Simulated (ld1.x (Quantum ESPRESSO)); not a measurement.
**Sn (Z = 50), TM: configuration errors across variants**

* Element: Sn (Z = 50)
* Generator: ld1.x (Quantum ESPRESSO) 7.5
* Type: norm-conserving Troullier–Martins (Kleinman–Bylander form)
* Functional: LDA (PZ)
* Relativity: fully relativistic
* Frozen core: [Kr] 4d10
* Valence charge: 4
* Reference configuration: 5s2 5p2
* Partial waves: 5s (bound): rc 1.95 bohr; 5p (bound): rc 2.55 bohr; 5d channel at -0.15 Ry: rc 2.40 bohr
* Local potential: the d channel
* Core correction: none

Open shells are filled in proportion to 2j + 1 (rel_dist='average').

All-electron excitation energies from the reference (eV): (1) 5s2 5p1 7.112; (2) 5s2 5p1.5 2.723; (3) 5s2 5p2.3 -0.903; (4) 5s1 5p3 7.055; (5) 5s0 5p4 14.359.

Tests that are not counted but printed errors over 1 eV. “base”: 5s2 5p0 (solver errors, printed error -18.3 eV); 5s1 5p0 (solver errors, printed error +4.8 eV). “wave 5p (bound): rc 2.55 bohr becomes 5p (bound): rc 1.64 bohr”: 5s2 5p0 (solver errors, printed error -16.1 eV). “wave 5p (bound): rc 2.55 bohr becomes 5p (bound): rc 1.88 bohr”: 5s2 5p0 (solver errors, printed error -18.3 eV); 5s1 5p0 (solver errors, printed error +4.8 eV). “wave 5p (bound): rc 2.55 bohr becomes 5p (bound): rc 2.12 bohr”: 5s2 5p0 (solver errors, printed error -11.1 eV); 5s1 5p0 (solver errors, printed error -3.4 eV). “wave 5p (bound): rc 2.55 bohr becomes 5p (bound): rc 2.36 bohr”: 5s2 5p0 (solver errors, printed error -17.1 eV); 5s1 5p0 (solver errors, printed error -1.2 eV).

A true bound ghost makes a file unfit for plane-wave use even where its test errors are small: the radial tests pick states by their node count and pass the ghost by. Where a test does run into it, the solver fails or the error is huge.

Errors AE − PS in meV (a dash: test not solved or not reliable):

```tsv
change	(1)	(2)	(3)	(4)	(5)	bound ghosts
base	+9.5	+1.5	+0.3	+13	+58	s, p1/2, p3/2
wave 5p (bound): rc 2.55 bohr becomes 5p (bound): rc 1.64 bohr	+12	+1.9	+0.3	+32	+148	s, p3/2, p1/2
wave 5p (bound): rc 2.55 bohr becomes 5p (bound): rc 1.88 bohr	+9.2	+1.5	+0.3	+15	+69	s, p3/2, p1/2
wave 5p (bound): rc 2.55 bohr becomes 5p (bound): rc 2.12 bohr	+9.5	+1.5	+0.3	+13	+58	s, p3/2, p1/2
wave 5p (bound): rc 2.55 bohr becomes 5p (bound): rc 2.36 bohr	+9.7	+1.6	+0.3	+13	+56	s, p1/2, p3/2
wave 5p (bound): rc 2.55 bohr becomes 5p (bound): rc 2.64 bohr	+9.3	+1.5	+0.3	+13	+58	s, p1/2, p3/2
wave 5p (bound): rc 2.55 bohr becomes 5p (bound): rc 2.86 bohr	+8.4	+1.4	+0.3	+15	+64	s, p1/2, p3/2
wave 5p (bound): rc 2.55 bohr becomes 5p (bound): rc 3.10 bohr	+7.4	+1.2	+0.3	+17	+71	s, p1/2, p3/2
wave 5p (bound): rc 2.55 bohr becomes 5p (bound): rc 3.54 bohr	+4.8	+0.8	+0.2	+21	+87	s, p1/2, p3/2
wave 5p (bound): rc 2.55 bohr becomes 5p (bound): rc 3.90 bohr	+2.4	+0.4	+0.2	+24	+99	s, p1/2, p3/2
```

**Question.** Give the same row for: wave 5p (bound): rc 2.55 bohr becomes 5p (bound): rc 3.30 bohr.

**Answer.** +6.4, +1.0, +0.3, +18, +77; bound ghosts: s, p1/2, p3/2. Not counted: 5s2 5p0 (solver errors, printed error -16.8 eV).
